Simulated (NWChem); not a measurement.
Species: TiOF₂; SMILES [F][Ti](=[O])[F]

Results from NWChem. The geometry was optimised at PBE0/def2-SVP. Ions are spin-unrestricted doublets at the neutral geometry; other ion states weren't tried.

For level M06-2X/def2-SVP:

```yaml
"−ε(HOMO) (eV)": 11.35
```

Task: Estimate the same quantities for level PBE/def2-SVP.

Result: 
| Quantity | Value |
|---|---|
| −ε(HOMO) (eV) | 7.65 |
